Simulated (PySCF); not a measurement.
**Ionisation energy of Sm²⁴⁺ by level of theory**

Sm²⁴⁺ [Kr] 4d2 (3F) → Sm²⁵⁺ [Kr] 4d1 (2D), as a difference of total energies. Computed with PySCF 2.14 in an uncontracted even-tempered set (20 s from 1.6 bohr⁻², ratio 2.5; 14 p from 2.1 bohr⁻², ratio 2.5; 9 d from 2.1 bohr⁻², ratio 2.5; 4 f from 8.7 bohr⁻², ratio 2.7; 3 g from 13 bohr⁻², ratio 2.7), with scalar relativity by spin-free X2C-1e. Correlated levels: outer shells: [Ar] 3d10 frozen; virtual orbitals above 40 to 60 times the deepest correlated orbital energy dropped. The calculations carry no spin-orbit coupling.

```tsv
method	ionisation energy (eV)
UHF	780.08
LDA	781.17
PBE	781.33
PBE0	781.41
r2SCAN	781.42
MP2 (outer shells)	780.24
SCS-MP2 (outer shells)	780.22
```

Spin-orbit coupling is strong in these open shells (close to jj coupling). The scalar numbers leave it out and a first-order estimate fails, so it can dominate the gap to the real levels.

Breit and QED terms and the two-electron picture change are absent.

For comparison: 782 ± 4 eV (theoretical estimate listed by NIST; NIST Atomic Spectra Database, ionization energies).
